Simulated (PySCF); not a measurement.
Si(Cl)2(Me)(Vi), SMILES C=C[Si](C)(Cl)Cl, singlet (B3LYP/def2-SVP optimised geometry):

```
12

C      1.692     0.468     0.005
C      0.946    -0.646     0.000
Si    -0.914    -0.646     0.000
C     -1.690     1.051     0.000
Cl    -1.571    -1.696     1.678
Cl    -1.570    -1.696    -1.679
H      1.249     1.471     0.010
H      2.787     0.433     0.005
H      1.453    -1.619    -0.004
H     -2.787     0.960    -0.003
H     -1.394     1.617     0.898
H     -1.390     1.619    -0.895
```

Computed with B3LYP/def2-TZVP (PySCF).

Problem. What are the frontier orbital energies and the dipole moment?

Solution. HOMO-2 -8.69 eV, HOMO-1 -8.45 eV, HOMO -8.09 eV, LUMO -1.22 eV, LUMO+1 0.41 eV; dipole moment 2.63 D.

On the same geometry PBE/def2-TZVP (PySCF 2.14.0) gives HOMO-2 -7.58 eV, HOMO-1 -7.32 eV, HOMO -7.17 eV, LUMO -2.00 eV, LUMO+1 -0.36 eV; dipole moment 2.54 D.

Meta-Löwdin charges at B3LYP/def2-TZVP: C1 -0.20, C2 -0.36, Si3 1.00, C4 -0.60, Cl5 -0.31, Cl6 -0.31, H7 0.11, H8 0.12, H9 0.13, H10 0.14, H11 0.13, H12 0.13.
